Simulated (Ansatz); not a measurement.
Total energies of CH$_{3}$ClO$_{2}$SW, SMILES `C[O][W](=[O])(=[S])[Cl]`.

```xyz
9

C    -0.968   -0.726    1.076
O     0.199   -0.524    0.311
W     0.992    0.612   -0.895
O     2.396    1.258   -0.196
S    -0.359    2.207   -1.304
Cl    1.527   -0.469   -2.812
H    -0.739   -0.545    2.128
H    -1.759   -0.050    0.744
H    -1.289   -1.762    0.948
```

The species carries charge 0 and has multiplicity 1. Correlated methods include outer-core shells of W, which these sets cover unevenly. W takes the def2 core potential. All single points use the PBE0-D4/def2-TZVP geometry. It is one conformer, not always the lowest. Basis def2-TZVPP, the Gaussian-basis code of Ansatz.

RPA on PBE orbitals: Hartree–Fock energy of these orbitals -1112.93272 Eh, correlation -2.25694 Eh (frozen core).

| functional | energy without D4 (Eh) | D4 term (kJ/mol) |
| --- | --- | --- |
| BLYP | -1116.13378 | -58.4 |
| B97M-V | -1115.91134 | – |
| PBE0 | -1115.65777 | -24.2 |
| B3LYP | -1116.22466 | -45.4 |
| r2SCAN0 | -1115.94955 | -8.2 |
| HSE06 (plane-wave form) | -1115.63401 | -23.0 |
| BHLYP | -1115.90811 | -40.9 |
| LC-ωPBE | -1115.80776 | – |
| ωB97M-V | -1115.96086 | – |
| B2PLYP | -1115.68021 | – |

**Question.** Give the same for LDA (SPW92), PBE, revPBE, r2SCAN, r2SCANh, CAM-B3LYP, ωB97X-V, PBE-QIDH. (Best estimate.)

**Answer.** The calculation gave: 
```
 functional  energy without D4 (Eh)  D4 term (kJ/mol)
LDA (SPW92)             -1111.79769                 –
        PBE             -1115.66386             -27.9
     revPBE             -1116.04062             -67.9
     r2SCAN             -1116.06875              -6.7
    r2SCANh             -1116.02017              -7.4
  CAM-B3LYP             -1116.06358             -25.3
    ωB97X-V             -1115.92820                 –
   PBE-QIDH             -1115.36868                 –
```

B3LYP takes the VWN-RPA correlation (the form of Gaussian; ORCA's B3LYP/G). HSE06 is the plane-wave form, built on full-range PBE exchange. The double hybrids freeze the cores in their second-order part.

LC-ωPBE has ω = 0.4 bohr⁻¹.
